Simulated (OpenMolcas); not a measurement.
Ni2+ (d8) among equal point charges was computed by CASSCF with the d shell active (OpenMolcas, ANO-RCC-VTZP on the metal). Its lowest spin-free states, and all those of the highest spin:

```csv
2S+1,Degeneracy,E (cm-1)
3,2,0.0
3,2,2435
3,2,4105
3,1,4327
1,1,17277
1,2,17940
1,2,19567
3,2,21796
3,1,23618
1,2,26722
1,1,26773
1,2,28323
```

Problem. Is the site octahedral, tetrahedral or cube-like, axial, or of lower symmetry?

Solution. The states with 2S+1 = 3 have orbital degeneracies 2, 2, 2, 1, 2, 1. There are pairs but no triples, so the site is axial: not cubic, but with a proper or improper axis of order three or more. The run had Ni2+ among 5 point charges of -2.6 e arranged as a trigonal bipyramid (D3h), 2.02 Å from the ion, with the axial distance 2.101 Å. The active orbitals were held to one l.

An orbital doublet at a regular site is open to a Jahn-Teller distortion, which this geometry leaves out. Without dynamic correlation the repulsion within the d shell is too large (B by tens of per cent), so at a given field states of lower spin stand too high. The ground term spreads over less than 5000 cm-1, several times less than with real ligands, so orbital moments are less quenched and χT lies further from the spin-only value than at real sites. This is an electrostatic model: the charges have no orbitals. An unlabelled pair can be two single states that coincide in this model. No measured value stands beside these numbers.
